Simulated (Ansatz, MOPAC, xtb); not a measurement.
The molecule TaSi, multiplicity 6 (lowest of 2S+1 = 2, 4, 6, 8 at CCSD(T)/def2-TZVPP on PBE0 minima; our sources give no spin for the ground state, which may be another). No spin–orbit coupling.

The constants come from a fifth-degree fit in 1/R (seven points, main isotopes). In def2 and cc sets the state is the lowest found near the PBE0 minimum, followed along R.

Correlated levels freeze the inner cores; with def2 sets outer-core shells near the valence are correlated too. The state that PM6 reach isn't checked.

Codes used: Ansatz (a first-principles code); MOPAC for PM6 (differences of heats of formation); xtb for the GFN methods. Values without a source in brackets are computed. In def2 rows elements past Kr take small-core potentials, without spin–orbit coupling. The GFN methods have no spin term and hold the electronic entropy of 300 K.

```csv
level,r_e (Å),ω_e (cm⁻¹),ω_e x_e (cm⁻¹),dipole (D)
PM6,2.512,396,1.0,-
GFN2-xTB,2.578,252,3.2,-
PBE/def2-TZVPP,2.470,358,1.1,2.13
B97M-V/def2-TZVPP,2.477,___,1.1,2.52
B3LYP/def2-TZVPP,2.471,359,1.1,2.37
PBE0/def2-TZVPP,2.442,380,1.0,2.82
CAM-B3LYP/def2-TZVPP,2.442,379,1.2,2.91
B2PLYP/def2-TZVPP,___,___,0.36,-
```

**Question.** Complete the blanks.

**Answer.** 
- B2PLYP/def2-TZVPP, r_e (Å): 2.460
- B2PLYP/def2-TZVPP, ω_e (cm⁻¹): 375
- B97M-V/def2-TZVPP, ω_e (cm⁻¹): 362
